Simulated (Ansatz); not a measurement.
Gas-phase reaction in SMILES: CN[SiH3] [N-silylmethanamine] → CN[SiH2-] + H+

Property: gas-phase deprotonation energy (enthalpy at 298 K), in kcal/mol. Terms: frozen cores in correlated levels; LANL2DZ with its own core potentials from Na on; no dispersion term unless named; 6-31G* and kin with 6d, 5d where marked; non-relativistic; no spin-orbit coupling; 6-311+G** with 5d, 6d on Na to Ar in Ansatz (a first-principles code). CBS(X,Y): correlation extrapolated as X^-3; Hartree-Fock from the larger set. Ab initio and DFT rows: single points at B3LYP-D3(BJ) geometries (Ansatz), with unscaled harmonic terms from B3LYP/6-31G* (Ansatz) at its own minima. Anions need diffuse functions, which STO-3G, LANL2DZ, def2-SVP, cc-pVDZ and Pople sets without + lack.

Coupled cluster (Ansatz) is a level with limits of its own, used here on species with T1 under 0.025 (0.045 for open shells) and stable references: CCSD(T)/CBS(aug-cc-pV(T+d)Z,aug-cc-pV(Q+d)Z).

Value to compare with, CCSD(T)/CBS(aug-cc-pV(T+d)Z,aug-cc-pV(Q+d)Z) (Ansatz): 380.3 kcal/mol.

| level | program | gas-phase deprotonation energy (enthalpy at 298 K) (kcal/mol) | difference |
|---|---|---|---|
| B3LYP/STO-3G | Ansatz | 486.0 | 105.7 |
| B3LYP/3-21G | Ansatz | 380.9 | 0.6 |
| B3LYP/LANL2DZ | Ansatz | 382.2 | 1.9 |
| B3LYP/6-31G | Ansatz | 376.0 | -4.3 |
| B3LYP/6-31G* | Ansatz | 385.2 | 4.9 |
| B3LYP/6-31+G* | Ansatz | 376.9 | -3.4 |
| B3LYP/6-31G** | Ansatz | 386.1 | 5.8 |
| B3LYP/def2-SVP | Ansatz | 385.4 | 5.1 |
| B3LYP/cc-pVDZ | Ansatz | 382.2 | 1.9 |
| B3LYP/6-311+G** | Ansatz | 377.7 | -2.6 |
| B3LYP/def2-TZVPD | Ansatz | 380.2 | -0.1 |

Among the 10 habitual levels, B3LYP/STO-3G lies farthest from CCSD(T)/CBS(aug-cc-pV(T+d)Z,aug-cc-pV(Q+d)Z) (Ansatz) (105.7 kcal/mol) and B3LYP/3-21G nearest (0.6); 7 of 10 lie above it, and their mean absolute difference is 13.6 kcal/mol, the median 3.8. One case shows no general order.

The sets are all those run for this method; left out are runs that failed, that the program found above a lower state of the same kind, or whose <S^2> lies over 0.5 above the pure value.
